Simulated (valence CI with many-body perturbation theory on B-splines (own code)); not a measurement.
# Forbidden lines of Mo20+

Method: relativistic CI+MBPT: four valence electrons over a frozen Dirac-Fock core [Ar], radial functions for each j: 9 s, 9 p, 10 d, 8 f, 5 g, 3 h, 1 i, with the one-electron correlation potential Σ1, the two-electron term Σ2, the three-electron term Σ3, Breit, model QED; selected CI, second order for the rest (own B-spline code, finite nucleus).

No measured spectrum was set against this ion. As an estimate, terms of the open shell hold to 2 to 4 % of their energy, and close levels can change places. Core correlation moves these levels by up to 9600 cm⁻¹, and in measured spectra 5 to 20 % of such shifts remained as error; rates that hang on mixing are uncertain with them. Only levels of the ground parity were solved; by the run's estimate the other parity begins above the list, which can be wrong where configurations are misplaced.

Lines 51 to 100 of 120 in falling wavelength, among levels below 405610 cm⁻¹, chosen from the decays that carry over 1 % of a level's rate. Wavelengths and rates use the calculated energies, so an error of 2000 cm⁻¹ moves a line at 179.6 nm by 3.6 % and its rate by three times that or more. Weak lines are less certain than strong ones. Lines between different terms over intervals too small for the method are left out, as are lines whose strength nearly cancels. Branching is blank where the lifetime is uncertain.

Names give the largest LS component (configuration and term), which can be under half, so a name can repeat, a term be missing and a line seem to break the LS rules; names also repeat where a configuration has a term twice. Letters in brackets count levels of one name in rising energy.

| λ vac (nm) | Upper | Lower | Type | A (s⁻¹) | Branch % |
| --- | --- | --- | --- | --- | --- |
| 179.6 | 3d⁴ ³G_3 | 3d⁴ ⁵D_4 | M1 | 4.59e+01 | 5.0 |
| 177.3 | 3d⁴ ³H_5 | 3d⁴ ⁵D_4 | M1 | 4.04e+01 | 32.6 |
| 171.5 | 3d⁴ ¹D_2 [a] | 3d⁴ ³P_2 [a] | M1 | 3.38e+02 | 14.4 |
| 167.2 | 3d⁴ ³P_0 [a] | 3d⁴ ⁵D_1 | M1 | 3.03e+03 | 100.0 |
| 164.6 | 3d⁴ ³F_3 [b] | 3d⁴ ¹G_4 [a] | M1 | 2.78e+02 |  |
| 156.9 | 3d⁴ ³G_3 | 3d⁴ ⁵D_3 | M1 | 5.50e+02 | 60.3 |
| 153.2 | 3d⁴ ³P_2 [b] | 3d⁴ ³D_2 | M1 | 4.19e+02 | 24.9 |
| 148.4 | 3d⁴ ¹F_3 | 3d⁴ ³G_4 | M1 | 1.28e+02 |  |
| 148.3 | 3d⁴ ³F_2 [a] | 3d⁴ ⁵D_3 | M1 | 2.39e+01 | 2.2 |
| 147.2 | 3d⁴ ¹F_3 | 3d⁴ ³P_2 [a] | M1 | 1.82e+02 |  |
| 146.2 | 3d⁴ ¹G_4 [a] | 3d⁴ ³H_5 | M1 | 2.08e+02 | 10.4 |
| 144.4 | 3d⁴ ¹S_0 [a] | 3d⁴ ³P_1 [a] | M1 | 2.74e+03 | 99.2 |
| 138.6 | 3d⁴ ³F_4 [a] | 3d⁴ ⁵D_4 | M1 | 4.86e+02 | 41.4 |
| 136.3 | 3d⁴ ³G_3 | 3d⁴ ⁵D_2 | M1 | 2.86e+02 | 31.4 |
| 135.2 | 3d⁴ ³F_2 [b] | 3d⁴ ³D_1 | M1 | 4.28e+02 | 15.8 |
| 135.2 | 3d⁴ ³P_1 [a] | 3d⁴ ⁵D_2 | M1 | 2.01e+03 | 88.1 |
| 133.2 | 3d⁴ ¹F_3 | 3d⁴ ³F_4 [a] | M1 | 1.25e+02 |  |
| 130.5 | 3d⁴ ³D_1 | 3d⁴ ³P_0 [a] | M1 | 7.07e+02 | 29.6 |
| 129.9 | 3d⁴ ³F_2 [a] | 3d⁴ ⁵D_2 | M1 | 5.52e+02 | 50.7 |
| 127.8 | 3d⁴ ¹D_2 [a] | 3d⁴ ³F_2 [a] | M1 | 2.00e+02 | 8.5 |
| 127.1 | 3d⁴ ³F_4 [b] | 3d⁴ ³G_5 | M1 | 2.73e+02 |  |
| 125.3 | 3d⁴ ³G_4 | 3d⁴ ⁵D_4 | M1 | 3.13e+02 | 43.5 |
| 124.9 | 3d⁴ ³F_2 [b] | 3d⁴ ³D_2 | M1 | 4.23e+02 | 15.7 |
| 124.7 | 3d⁴ ³F_4 [a] | 3d⁴ ⁵D_3 | M1 | 1.53e+02 | 13.0 |
| 124.7 | 3d⁴ ³F_4 [b] | 3d⁴ ³D_3 | M1 | 6.20e+02 |  |
| 123.1 | 3d⁴ ¹D_2 [a] | 3d⁴ ³P_1 [a] | M1 | 2.75e+02 | 11.7 |
| 122.1 | 3d⁴ ¹D_2 [a] | 3d⁴ ³G_3 | M1 | 5.89e+02 | 25.1 |
| 117.9 | 3d⁴ ¹G_4 [a] | 3d⁴ ³H_4 | M1 | 6.36e+01 | 3.2 |
| 116.9 | 3d⁴ ³F_3 [a] | 3d⁴ ⁵D_4 | M1 | 2.24e+02 | 21.5 |
| 114.5 | 3d⁴ ³P_2 [a] | 3d⁴ ⁵D_3 | M1 | 3.83e+02 | 59.3 |
| 114.1 | 3d⁴ ³F_2 [a] | 3d⁴ ⁵D_1 | M1 | 5.13e+02 | 47.1 |
| 113.8 | 3d⁴ ³G_4 | 3d⁴ ⁵D_3 | M1 | 2.11e+02 | 29.2 |
| 112.3 | 3d⁴ ³F_4 [b] | 3d⁴ ³F_3 [a] | M1 | 1.70e+02 |  |
| 109.6 | 3d⁴ ³F_3 [b] | 3d⁴ ³D_3 | M1 | 1.16e+02 |  |
| 109.3 | 3d⁴ ¹F_3 | 3d⁴ ³G_3 | M1 | 2.48e+02 |  |
| 106.8 | 3d⁴ ³F_3 [a] | 3d⁴ ⁵D_3 | M1 | 3.10e+02 | 29.8 |
| 106.0 | 3d⁴ ³D_3 | 3d⁴ ⁵D_4 | M1 | 5.17e+02 | 34.1 |
| 105.5 | 3d⁴ ³F_4 [b] | 3d⁴ ³G_4 | M1 | 3.63e+01 |  |
| 104.3 | 3d⁴ ³G_5 | 3d⁴ ⁵D_4 | M1 | 4.80e+01 | 7.8 |
| 103.5 | 3d⁴ ³F_2 [b] | 3d⁴ ³F_3 [a] | M1 | 1.23e+03 | 45.5 |
| 103.2 | 3d⁴ ³P_2 [a] | 3d⁴ ⁵D_2 | M1 | 1.02e+01 | 1.6 |
| 97.63 | 3d⁴ ³D_3 | 3d⁴ ⁵D_3 | M1 | 2.38e+02 | 15.7 |
| 97.61 | 3d⁴ ³F_4 [b] | 3d⁴ ³F_4 [a] | M1 | 8.63e+02 |  |
| 97.21 | 3d⁴ ³F_2 [b] | 3d⁴ ³P_2 [a] | M1 | 1.01e+02 | 3.7 |
| 96.89 | 3d⁴ ³F_3 [a] | 3d⁴ ⁵D_2 | M1 | 1.20e+02 | 11.5 |
| 94.53 | 3d⁴ ³F_3 [b] | 3d⁴ ³G_4 | M1 | 1.46e+02 |  |
| 93.32 | 3d⁴ ¹F_3 | 3d⁴ ³H_4 | M1 | 1.91e+02 |  |
| 92.97 | 3d⁴ ³P_2 [a] | 3d⁴ ⁵D_1 | M1 | 8.77e+01 | 13.6 |
| 90.80 | 3d⁴ ³D_2 | 3d⁴ ⁵D_3 | M1 | 1.50e+03 | 69.4 |
| 90.10 | 3d⁴ ³P_2 [b] | 3d⁴ ³P_1 [a] | M1 | 2.23e+02 | 13.3 |
